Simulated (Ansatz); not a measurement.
Calculated with Ansatz (gas phase, PBE0-D4/def2-TZVP geometries, no zero-point term in ΔE). CCSD(T)/CBS adds triple-zeta CCSD(T) − MP2 to the extrapolated MP2 energy (def2 sets, frozen cores). DFT in def2-TZVPP. def2 core potentials past Kr. For I outer-core shells are correlated without core-valence functions, which leaves a few kJ/mol of doubt a bond. Each species was taken in one conformer, which may not be the lowest.

Reaction (ligand exchange at a B–I bond): `ClB(Cl)I` + CH₃NH₂ → `CNB(Cl)Cl` + HI

```json
{"species": "`ClB(Cl)I`", "B97M-V energy (Eh)": "-1242.86004"}
{"species": "CH₃NH₂", "B97M-V energy (Eh)": "-95.88451"}
{"species": "`CNB(Cl)Cl`", "B97M-V energy (Eh)": "-1040.48747"}
{"species": "HI", "B97M-V energy (Eh)": "-298.29099"}
```

**Question.** Work out ΔE.

**Answer.** ΔE = (-1040.48747) + (-298.29099) − (-1242.86004) − (-95.88451) = -0.03391 Eh = -89.0 kJ/mol. CCSD(T)/CBS gives -83.1 kJ/mol.

Largest T1 diagnostic among the species: 0.011.

From BLYP to BHLYP (50 % exact exchange), in def2-TZVPP and without D4, ΔE moves by −11.2 kJ/mol. At CCSD(T), def2-SVP lies −18.9 kJ/mol from the extrapolated value and def2-TZVPP −4.9 kJ/mol. In def2-TZVPP, CCSD(T) changes the Hartree–Fock value by +10.2 kJ/mol (the triples alone add +3.2 kJ/mol) and MP2 by +18.5 kJ/mol.
